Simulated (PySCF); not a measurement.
The dipole of `N#C[C@]1(F)C=C1F` from its density and from atomic charges.

Coordinates (GFN2-xTB, Å) and charges (e) from the PBE0/pcSseg-1 density (PySCF):

```tsv
atom	x	y	z	Mulliken	IAO	Hirshfeld	ESP-fitted
N1	2.585	-0.635	-0.245	-0.2257	-0.2041	-0.1943	-0.4074
C2	1.447	-0.588	-0.154	+0.1185	+0.1135	+0.0674	+0.3104
C3	0.024	-0.499	-0.031	+0.1836	+0.2519	+0.0986	+0.2053
F4	-0.583	-1.739	0.000	-0.2857	-0.3020	-0.1140	-0.2025
C5	-0.767	0.655	-0.616	-0.0627	-0.1849	-0.0361	-0.2785
C6	-0.647	0.622	0.679	+0.3388	+0.3169	+0.1063	+0.2144
F7	-0.894	1.123	1.855	-0.1848	-0.1900	-0.0254	-0.0804
H8	-1.155	1.071	-1.512	+0.1180	+0.1986	+0.0974	+0.2388
```

Compute μ = Σ q r for each scheme (1 e·Å = 4.803 D) and compare with the dipole of the full density.

The full density gives (-2.97, 2.10, -0.73) D, 3.71 D in size; dipole vectors point from the negative to the positive end.

```csv
scheme,μx,μy,μz,size (D),share of the full size (%),angle to the full dipole (°)
Mulliken,-1.84,2.72,-1.06,3.46,93,21
IAO,-1.46,2.58,-1.44,3.30,89,28
Hirshfeld,-2.24,1.69,-0.32,2.82,76,5
ESP-fitted,-2.93,2.12,-0.71,3.69,99,1
```

Which set comes closest?

Length of the difference vector: ESP-fitted 0.05 D, Hirshfeld 0.93 D, Mulliken 1.33 D, IAO 1.73 D. Closest: ESP-fitted. ESP charges are fitted to the potential around the molecule, whose slowest-falling term is the dipole's. The schemes that divide the density aren't constrained to reproduce the dipole.

What is left for the Hirshfeld atoms' own dipoles?

The Hirshfeld atoms' densities add up to the full density, so μ = Σ q r + Σ (atomic dipoles). The atomic dipoles sum to (-2.97, 2.10, -0.73) − (-2.24, 1.69, -0.32) = (-0.73, 0.41, -0.41) D, 0.93 D in size.

With the origin at the mean of the coordinates, (0.001, 0.001, -0.003) Å, which are the largest single terms, by size, of the IAO dipole along the direction of the full one?

N1 +2.33, H8 +1.74, C6 +1.12, C5 -0.98, F7 -0.90 D; all 8 atoms together +2.92 D. The single terms depend on the origin, their sum doesn't.

Give the size of the full dipole in other units.

3.71 D = 1.460 au = 0.772 e·Å = 12.37 × 10⁻³⁰ C·m.

Isolated species at its GFN2-xTB geometry, gas phase.
